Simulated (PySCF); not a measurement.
difluorosilyl(difluoro)silane (F4H2Si2), SMILES F[SiH](F)[SiH](F)F. The structure is a stationary point at PBE-D3(BJ)/def2-SVP. Other conformers were not sampled.

Computed equilibrium geometry at PBE-D3(BJ)/def2-SVP (PySCF confirms it by a frequency run) as Cartesian coordinates in Å, and its point group (one conformer of several):
point group C2h.
```xyz
8

Si    -1.1144    -0.3758     0.0000
F     -1.8492     0.2496     1.3175
F     -1.8492     0.2496    -1.3175
Si     1.1144     0.3758     0.0000
F      1.8492    -0.2496    -1.3175
F      1.8492    -0.2496     1.3175
H     -1.3148    -1.8590     0.0000
H      1.3148     1.8590     0.0000
```
Charge 0, spin multiplicity 1.
